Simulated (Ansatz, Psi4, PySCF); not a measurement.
System: C3 (charge 0, singlet). SMILES: [C]=C=[C]
Structure (B3LYP-D3(BJ)/def2-TZVP (Ansatz, an electronic-structure program) minimum search):
```xyz
3

C      0.0000     0.0000    -1.2873
C      0.0000     0.0000     0.0000
C      0.0000     0.0000     1.2873
```
Charge 0, spin multiplicity 1.

Quantity: vertical triplet-singlet gap, E(triplet) - E(singlet), in eV. Terms: 6-311+G** with 5d; no dispersion term unless named; each state is the SCF solution reached for its charge and spin; spin-orbit terms left out; open shells spin-unrestricted; six Cartesian d functions in 6-31G* and its kin unless marked 5d; non-relativistic. First-principles rows: single points at B3LYP-D3(BJ) geometries (Ansatz). Levels can end on unlike triplets.

```tsv
level	program	vertical triplet-singlet gap, E(triplet) - E(singlet) (eV)
PBE/6-31G*	Ansatz	1.80
PBE/6-311+G**	Ansatz	1.85
B3LYP/STO-3G	Ansatz	1.90
B3LYP/3-21G	Ansatz	2.09
B3LYP/6-31G*	Ansatz	2.16
B3LYP/6-311+G**	Ansatz	2.20
M06-2X/6-31G* (5d)	PySCF	2.51
wB97X-D/6-31G*	Psi4	2.41
B3LYP/def2-TZVPD	Ansatz	2.19
```

No value to compare with is used here. The 8 habitual levels span 1.80 (PBE/6-31G*) to 2.51 eV (M06-2X/6-31G* (5d)); B3LYP/def2-TZVPD gives 2.19.

The levels are drawn from those run, B3LYP/6-31G* more often than the rest, none by its result; runs whose electronic state is in doubt are left out.
